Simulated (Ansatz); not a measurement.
Total energies of Ga₇As₇H₂₀, a nanocrystal cut from zinc blende GaAs (hydrogen-capped) from Ansatz at PBE0-D4/def2-TZVP, gas phase (1 Eh = 27.2114 eV = 2625.5 kJ/mol). The reference geometry is relaxed at PBE-D4/def2-SVP.

Cartesian coordinates in Å:
```
Ga -2.119 -3.200 -0.811
Ga -0.291 3.975 0.151
Ga -0.589 0.321 -2.318
Ga -1.753 0.086 1.662
Ga 0.799 -3.103 2.261
Ga 2.273 0.415 0.692
Ga 1.990 -2.860 -1.799
As -1.781 2.634 1.613
As -2.110 -0.644 -0.652
As 0.258 -3.527 -0.135
As -0.720 2.848 -2.018
As 1.888 2.934 0.724
As 1.650 -0.333 -1.560
As 0.562 -0.555 2.158
H -2.323 -3.492 -2.351
H -3.108 -3.658 0.333
H -0.405 5.542 0.210
H -0.934 0.066 -3.834
H -2.850 -0.318 2.718
H -0.380 -3.567 3.206
H 2.335 -3.339 2.552
H 3.776 0.222 1.121
H 1.522 -3.178 -3.274
H 3.447 -3.110 -1.241
H -3.192 3.164 1.368
H -1.615 3.211 3.016
H -3.488 -0.097 -1.023
H 0.370 -5.052 -0.193
H -2.056 3.395 -2.515
H 0.159 3.567 -3.039
H 2.929 3.658 -0.127
H 2.300 3.540 2.064
H 2.607 0.410 -2.492
H 0.845 0.047 3.535
```

```json
{"state": "charge 0 singlet", "geometry": "reference", "energy (Eh)": "-29133.86103"}
{"state": "charge 1 doublet", "geometry": "reference", "energy (Eh)": "-29133.56256"}
{"state": "charge -1 doublet", "geometry": "reference", "energy (Eh)": "-29133.87984"}
{"state": "free Ga atom (doublet)", "geometry": "–", "energy (Eh)": "-1924.55212"}
{"state": "free As atom (quartet)", "geometry": "–", "energy (Eh)": "-2235.53903"}
{"state": "free H atom (doublet)", "geometry": "–", "energy (Eh)": "-0.50104"}
```

Single mean-field runs in def2-TZVP are fitted with def2-universal-jkfit.

Work out the vertical ionisation energy to the doublet.

E(charge 1 doublet) − E(charge 0 singlet) = -29133.56256 − (-29133.86103) = 0.29847 Eh = 8.12 eV. For comparison, −ε of the highest occupied level is 6.83 eV at this level, 1.29 eV less.

Work out the vertical electron affinity, to the doublet.

E(charge 0 singlet) − E(charge -1 doublet) = -29133.86103 − (-29133.87984) = 0.01881 Eh = 0.51 eV. The basis lacks diffuse functions, which makes affinities too small.

Give the fundamental gap IE − EA, the Mulliken electronegativity (IE + EA)/2 and the hardness (IE − EA)/2.

From the values in Eh: IE − EA = 0.29847 − 0.01881 = 0.27966 Eh = 7.61 eV; (IE + EA)/2 = 4.32 eV; (IE − EA)/2 = 3.80 eV. The HOMO–LUMO gap of the same run is 5.32 eV, 2.29 eV smaller than the fundamental gap.

What is the binding energy per atom against free atoms?

Atoms: 7 × (-1924.55212) + 7 × (-2235.53903) + 20 × (-0.50104) = -29130.65885 Eh. Binding: -29130.65885 − (-29133.86103) = 3.20218 Eh = 87.14 eV, or 2.56 eV for each of 34 atoms (no zero-point energy, no counterpoise term).

At PBE0-D4/def2-TZVP the highest occupied level of the charge -1 doublet lies above zero (up to 0.63 eV). By energy differences its removal costs 0.51 eV (vertical, to the charge 0 singlet, at PBE0-D4/def2-TZVP); self-interaction error and the lack of diffuse functions both raise the level.
